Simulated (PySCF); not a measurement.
Electron correlation in Ca (calcium, neutral)

[Ar] 3d1 4s1, high-spin 3D determinant (an excited configuration). Computed with PySCF 2.14 in aug-cc-pwCVTZ-X2C (9s8p6d3f, 84 functions), with the spin-free X2C one-electron Hamiltonian (Gaussian nucleus). Frozen: [Ne]; 10 electrons correlated.

| level | correlation energy (mhartree) |
| --- | --- |
| CCSD | -257.47 |
| (T) | -6.56 |
| CCSD(T) | -264.03 |

Diagnostics: T1 = 0.013, D1 = 0.0515, largest double amplitude 0.036.

**Question.** Is a single reference adequate?

**Answer.** Yes: T1 lies below 0.03 and no double amplitude reaches 0.07.
